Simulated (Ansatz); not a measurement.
`O[SiH]1C[SiH2]O1` at its PBE0-D4/def2-TZVP geometry, where that method's forces vanish. Charge 0, multiplicity 1.

```xyz
11

O    -0.2056    2.3275    0.4337
Si    0.5830    0.9617    0.0112
C     0.1378   -0.6405    0.9036
Si   -0.3673   -1.1790   -0.8247
O     0.0678    0.3191   -1.4421
H    -1.1632    2.3359    0.3969
H     2.0091    1.3452   -0.0054
H    -0.6616   -0.5651    1.6416
H     0.9797   -1.1770    1.3430
H     0.4334   -2.2752   -1.4249
H    -1.8130   -1.4526   -1.0329
```

(1) What forces (eV/Å) does ωB97M-V/def2-TZVPP give on these atoms in Ansatz 0.2.0? (Best estimate.)

Results:

(1) The calculation gave: 
```
O1  -0.096  0.063  0.027
Si2  0.281  0.035  0.049
C3  -0.001 -0.015  0.029
Si4 -0.110 -0.267 -0.084
O5  -0.005  0.015 -0.044
H6   0.027  0.018  0.008
H7  -0.164 -0.048  0.006
H8   0.052  0.001 -0.058
H9  -0.058  0.043 -0.037
H10 -0.095  0.126  0.075
H11  0.169  0.029  0.029
```
